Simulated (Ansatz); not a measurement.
Consider the ligand exchange at the Al–C bond: `C[CH2][Al]([CH3])[OH]` + H–F → `[CH3][Al]([OH])[F]` + ethane.

Program: Ansatz. Geometries: PBE0-D4/def2-TZVP. ΔE: electronic, gas phase. CBS: MP2 limit from def2 TZ/QZ plus the TZ coupled-cluster correction, frozen cores. This one scheme is used for every species. DFT in def2-TZVPP. HSE06 is defined as in plane-wave codes. One conformer a species, not always the lowest.

`C[CH2][Al]([CH3])[OH]`:

```xyz
14

C     1.682   -0.559    0.817
C     0.816   -0.980   -0.371
Al   -0.821    0.072   -0.632
C    -1.370    1.532    0.532
O    -1.858   -0.277   -1.940
H     2.019    0.477    0.724
H     1.134   -0.627    1.761
H     2.577   -1.181    0.919
H     0.531   -2.036   -0.273
H     1.403   -0.940   -1.298
H    -1.523    1.184    1.559
H    -2.299    1.995    0.192
H    -0.603    2.312    0.584
H    -1.688   -0.972   -2.573
```

H–F:

Cartesian coordinates in Å:
```
F 0.010 -0.443 0.123
H -0.010 0.443 -0.123
```

`[CH3][Al]([OH])[F]`:

```xyz
8

C    -1.033    0.714   -0.214
Al    0.520   -0.431   -0.183
O     1.359   -0.704    1.257
F     1.066   -1.170   -1.558
H    -0.769    1.731    0.087
H    -1.789    0.361    0.493
H    -1.486    0.760   -1.206
H     2.133   -1.261    1.324
```

`CC`:

```xyz
8

C    -0.606   -0.455   -0.046
C     0.606    0.455    0.046
H    -1.529    0.086    0.173
H    -0.707   -0.885   -1.046
H    -0.536   -1.285    0.662
H     1.529   -0.086   -0.173
H     0.707    0.885    1.046
H     0.536    1.285   -0.662
```

```csv
level,ΔE (kJ/mol),difference from CCSD(T)/CBS
PBE-D4,-199.4,8.3
r2SCANh-D4,-213.2,-5.5
HSE06-D4,-201.2,6.5
BHLYP,-226.7,-19.0
LC-ωPBE,-212.5,-4.8
HF/def2-SVP,-234.8,-27.1
MP2/def2-SVP,-222.7,-15.0
CCSD/def2-SVP,-223.3,-15.6
CCSD/def2-TZVPP,-212.7,-5.0
HF/CBS(def2),-236.3,-28.6
CCSD(T)/CBS,-207.7,0
```

Largest T1 diagnostic among the species: 0.012.

Leaving LDA and LC-ωPBE aside and taking each functional with its dispersion term where it has one, the values, not all of them listed here, spread over 22.2 kJ/mol, from B2PLYP to revPBE-D4. LDA lies +6.9 kJ/mol from PBE without D4. The D4 term adds +8.5 kJ/mol with B3LYP and +5.1 kJ/mol with PBE0; it sums over pairs of atoms, weighted by their polarisabilities, and B3LYP, whose exchange is more repulsive, gets the larger term.

B3LYP here is the variant with VWN-RPA as its local correlation; programs differ in this.
